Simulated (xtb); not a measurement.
C5H10BO2 (SMILES C[C]1OBOC1(C)C), doublet, from a rough starting geometry; GFN2-xTB run with xtb.

Here is a job for xtb.
```
$ xtb mol.xyz --gfn 2 --uhf 1 --opt vtight --json

# file mol.xyz
18

C      1.53818626    -1.35298975    -0.45142860
C      1.02073206    -0.08246664     0.10902786
O      1.76874138     1.01754731     0.19584106
B      0.90198816     2.11797505     0.37102465
O     -0.44072820     1.71704013     0.33263733
C     -0.42936639     0.31296887     0.10519646
C     -1.24692665     0.01387911    -1.14406659
C     -1.19071868    -0.30323032     1.29633741
H      2.46524112    -1.55234974     0.16603597
H      1.87733022    -1.23487855    -1.45238179
H      0.83415790    -2.14402485    -0.38799988
H      1.24367435     3.22307805     0.48533335
H     -2.19740921     0.44724163    -1.11210071
H     -0.71722392     0.43979226    -1.97980298
H     -1.30916373    -1.09191428    -1.30446289
H     -0.68103704    -0.05238676     2.23679975
H     -2.20271101    -0.02944537     1.34873329
H     -1.16115915    -1.42113521     1.21228193
```

Problem. Predict the main parts of the log of this xtb run.

Solution. 
```
   ID    Z sym.   atoms
    1    6 C      1, 2, 6-8
    2    8 O      3, 5
    3    5 B      4
    4    1 H      9-18

           -------------------------------------------------
          |                Calculation Setup                |
           -------------------------------------------------

           -------------------------------------------------
          |                 G F N 2 - x T B                 |
           -------------------------------------------------

          ...................................................
          :                      SETUP                      :
          :.................................................:
          :  # basis functions                  42          :
          :  # atomic orbitals                  42          :
          :  # shells                           26          :
          :  # electrons                        45          :
          :  max. iterations                   250          :
          :  Hamiltonian                  GFN2-xTB          :
          :  restarted?                      false          :
          :  GBSA solvation                  false          :
          :  PC potential                    false          :
          :  electronic temp.          300.0000000     K    :
          :  accuracy                    1.0000000          :
          :  -> integral cutoff          0.2500000E+02      :
          :  -> integral neglect         0.1000000E-07      :
          :  -> SCF convergence          0.1000000E-05 Eh   :
          :  -> wf. convergence          0.1000000E-03 e    :
          :  Broyden damping             0.4000000          :
          :  net charge                          0          :
          :  unpaired electrons                  1          :
          ...................................................

 iter      E             dE          RMSdq      gap      omega  full diag
   1    -25.2992092 -0.252992E+02  0.571E+00    4.31       0.0  T
   2    -25.4436087 -0.144400E+00  0.352E+00    2.13       1.0  T
   3    -25.4486389 -0.503014E-02  0.197E+00    3.84       1.0  T
   4    -25.4708529 -0.222140E-01  0.555E-01    2.67       1.0  T
   5    -25.4744078 -0.355498E-02  0.327E-01    3.08       1.0  T
   6    -25.4749523 -0.544446E-03  0.857E-02    2.96       1.0  T
   7    -25.4750058 -0.534782E-04  0.302E-02    2.93       1.0  T
   8    -25.4750084 -0.269084E-05  0.693E-03    2.91       3.4  T
   9    -25.4750087 -0.227984E-06  0.235E-03    2.92      10.0  T
  10    -25.4750087 -0.398232E-07  0.105E-03    2.92      22.6  T
  11    -25.4750087 -0.395772E-08  0.490E-04    2.92      48.1  T
  12    -25.4750087  0.184634E-08  0.329E-04    2.92      71.6  T

   *** convergence criteria satisfied after 12 iterations ***

         :::::::::::::::::::::::::::::::::::::::::::::::::::::
         ::                     SUMMARY                     ::
         :::::::::::::::::::::::::::::::::::::::::::::::::::::
         :: total energy             -25.201351025774 Eh    ::
         :: gradient norm              0.123188797121 Eh/a0 ::
         :: HOMO-LUMO gap              2.916348072661 eV    ::
         ::.................................................::
         :: SCC energy               -25.474953861744 Eh    ::
         :: -> isotropic ES            0.061309400825 Eh    ::
         :: -> anisotropic ES          0.004435581333 Eh    ::
         :: -> anisotropic XC          0.005489728562 Eh    ::
         :: -> dispersion             -0.012248890712 Eh    ::
         :: repulsion energy           0.273602835971 Eh    ::
         :: add. restraining           0.000000000000 Eh    ::
         :: total charge              -0.000000000000 e     ::
         :::::::::::::::::::::::::::::::::::::::::::::::::::::

      -----------------------------------------------------------
     |                   =====================                   |
     |                        A N C O P T                        |
     |                   =====================                   |
     |               Approximate Normal Coordinate               |
     |                Rational Function Optimizer                |
      -----------------------------------------------------------
      -----------------------------------------------------------
     |                   =====================                   |
     |                        A N C O P T                        |
     |                   =====================                   |
     |               Approximate Normal Coordinate               |
     |                Rational Function Optimizer                |
      -----------------------------------------------------------

          ...................................................
          :                      SETUP                      :
          :.................................................:
          :   optimization level         verytight          :
          :   max. optcycles                   360          :
          :   ANC micro-cycles                  20          :
          :   degrees of freedom                48          :
          :.................................................:
          :   RF solver                   davidson          :
          :   write xtbopt.log                true          :
          :   linear?                        false          :
          :   energy convergence         0.1000000E-06 Eh   :
          :   grad. convergence          0.2000000E-03 Eh/α :
          :   maxmium RF displ.          1.0000000          :
          :   Hlow (freq-cutoff)         0.1000000E-01      :
          :   Hmax (freq-cutoff)         5.0000000          :
          :   S6 in model hess.         20.0000000          :
          ...................................................

generating ANC from exact Hessian ...
Using Lindh-Hessian (1995)
 Shifting diagonal of input Hessian by    5.9419185726867288E-003
[...]
 * total energy  :   -25.2147574 Eh     change       -0.7096405E-05 Eh
 * total energy  :   -25.2147700 Eh     change       -0.1258787E-04 Eh
 * total energy  :   -25.2147791 Eh     change       -0.9143357E-05 Eh
 * total energy  :   -25.2147806 Eh     change       -0.1478940E-05 Eh
 * total energy  :   -25.2147847 Eh     change       -0.4087563E-05 Eh
 * total energy  :   -25.2147856 Eh     change       -0.9517007E-06 Eh
 * total energy  :   -25.2147865 Eh     change       -0.8478956E-06 Eh
 * total energy  :   -25.2147867 Eh     change       -0.2532319E-06 Eh
 * total energy  :   -25.2147869 Eh     change       -0.1697649E-06 Eh
 * total energy  :   -25.2147871 Eh     change       -0.1838064E-06 Eh
 * total energy  :   -25.2147872 Eh     change       -0.1383354E-06 Eh
 * total energy  :   -25.2147873 Eh     change       -0.7403494E-07 Eh
   *** GEOMETRY OPTIMIZATION CONVERGED AFTER 26 ITERATIONS ***
         :: total energy             -25.214787289860 Eh    ::
[...]

    * Orbital Energies and Occupations

         #    Occupation            Energy/Eh            Energy/eV
      -------------------------------------------------------------
         1        2.0000           -0.7044861             -19.1700
       ...           ...                  ...                  ...
        11        2.0000           -0.5083529             -13.8330
        12        2.0000           -0.5041149             -13.7177
        13        2.0000           -0.4936147             -13.4319
        14        2.0000           -0.4860575             -13.2263
        15        2.0000           -0.4839482             -13.1689
        16        2.0000           -0.4738726             -12.8947
        17        2.0000           -0.4717521             -12.8370
        18        2.0000           -0.4629620             -12.5978
        19        2.0000           -0.4609647             -12.5435
        20        2.0000           -0.4488572             -12.2140
        21        2.0000           -0.4362012             -11.8696
        22        2.0000           -0.4294138             -11.6849
        23        1.0000           -0.2842427              -7.7346 (HOMO)
        24                         -0.1574820              -4.2853 (LUMO)
        25                          0.0254911               0.6936
        26                          0.0583572               1.5880
        27                          0.0874350               2.3792
        28                          0.1112455               3.0271
        29                          0.1254775               3.4144
        30                          0.1428512               3.8872
        31                          0.1769427               4.8149
        32                          0.1852527               5.0410
        33                          0.2082517               5.6668
        34                          0.2128624               5.7923
       ...                                ...                  ...
        42                          0.5207255              14.1697
      -------------------------------------------------------------
                  HL-Gap            0.1267607 Eh            3.4493 eV
             Fermi-level           -0.2888453 Eh           -7.8599 eV

     #   Z          covCN         q      C6AA      α(0)
     1   6 C        3.751    -0.108    22.630     6.784
     2   6 C        2.976     0.054    26.791     8.490
     3   8 O        1.642    -0.309    19.175     5.911
     4   5 B        2.770     0.418    15.493     6.583
     5   8 O        1.641    -0.349    19.886     6.020
     6   6 C        3.868     0.136    18.342     6.090
     7   6 C        3.754    -0.115    22.763     6.803
     8   6 C        3.754    -0.116    22.780     6.806
     9   1 H        0.925     0.065     2.143     2.289
    10   1 H        0.924     0.055     2.260     2.351
    11   1 H        0.925     0.049     2.333     2.388
    12   1 H        0.942    -0.078     4.835     3.438
    13   1 H        0.925     0.057     2.237     2.339
    14   1 H        0.925     0.045     2.382     2.414
    15   1 H        0.925     0.047     2.363     2.404
    16   1 H        0.925     0.048     2.343     2.394
    17   1 H        0.925     0.057     2.239     2.340
    18   1 H        0.925     0.045     2.386     2.416

 Mol. C6AA /au·bohr⁶  :       2726.761577
 Mol. C8AA /au·bohr⁸  :      60844.868214
 Mol. α(0) /au        :         78.259090

Wiberg/Mayer (AO) data.
largest (>0.10) Wiberg bond orders for each atom

 ---------------------------------------------------------------------------
     #   Z sym  total        # sym  WBO       # sym  WBO       # sym  WBO
 ---------------------------------------------------------------------------
     1   6 C    3.996 --     2 C    1.056     9 H    0.976    11 H    0.975
                            10 H    0.948
     2   6 C    3.422 --     3 O    1.139     1 C    1.056     6 C    1.002
     3   8 O    2.366 --     2 C    1.139     4 B    1.108
     4   5 B    3.362 --     5 O    1.194     3 O    1.108    12 H    0.957
     5   8 O    2.281 --     4 B    1.194     6 C    0.950
     6   6 C    3.941 --     2 C    1.002     8 C    0.967     7 C    0.962
                             5 O    0.950
     7   6 C    3.992 --    14 H    0.987    15 H    0.985    13 H    0.983
                             6 C    0.962
     8   6 C    3.993 --    16 H    0.986    18 H    0.985    17 H    0.983
                             6 C    0.967
     9   1 H    0.996 --     1 C    0.976
    10   1 H    0.995 --     1 C    0.948
    11   1 H    0.997 --     1 C    0.975
    12   1 H    0.994 --     4 B    0.957
    13   1 H    0.997 --     7 C    0.983
    14   1 H    0.998 --     7 C    0.987
    15   1 H    0.998 --     7 C    0.985
    16   1 H    0.998 --     8 C    0.986
    17   1 H    0.997 --     8 C    0.983
    18   1 H    0.998 --     8 C    0.985
 ---------------------------------------------------------------------------

Topologies differ in total number of bonds
Writing topology from bond orders to xtbtopo.mol

molecular dipole:
                 x           y           z       tot (Debye)
 q only:       -0.281      -0.783      -0.162
   full:       -0.289      -0.925      -0.243       2.539
molecular quadrupole (traceless):
                xx          xy          yy          xz          yz          zz
 q only:       -0.878      -0.449      -0.499      -0.337      -0.184       1.377
  q+dip:       -0.388      -1.069      -2.212      -0.551      -0.563       2.600
   full:       -1.056      -0.916      -2.278      -0.498      -0.727       3.334

optimized geometry written to: xtbopt.xyz

           -------------------------------------------------
          | TOTAL ENERGY              -25.214787289860 Eh   |
          | GRADIENT NORM               0.000038623403 Eh/α |
          | HOMO-LUMO GAP               3.449334991502 eV   |
           -------------------------------------------------
```
